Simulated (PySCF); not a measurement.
All values below come from PBE-D3(BJ)/def2-TZVP // PBE-D3(BJ)/def2-SVP (PySCF). Gas-phase values, no solvent. One relaxed conformer stands for a flexible species; it need not be the lowest. 

Reference species: [Y(Cl)3] (neutral, multiplicity 1).

```json
{
  "charge on the central atom (Mulliken)": "1.16 e",
  "coordination_number": "3"
}
```

Changed species: [Y(Cl)(NH2)2] (2 of 3 Cl replaced by NH2; the reference has 0 of 3 Cl replaced by NH2).

Problem. Give the shifts of the charge on the central atom (Mulliken) and coordination number.

Solution. the charge on the central atom (Mulliken) rises by 0.08 e, to 1.24 e; the coordination number stays essentially unchanged.
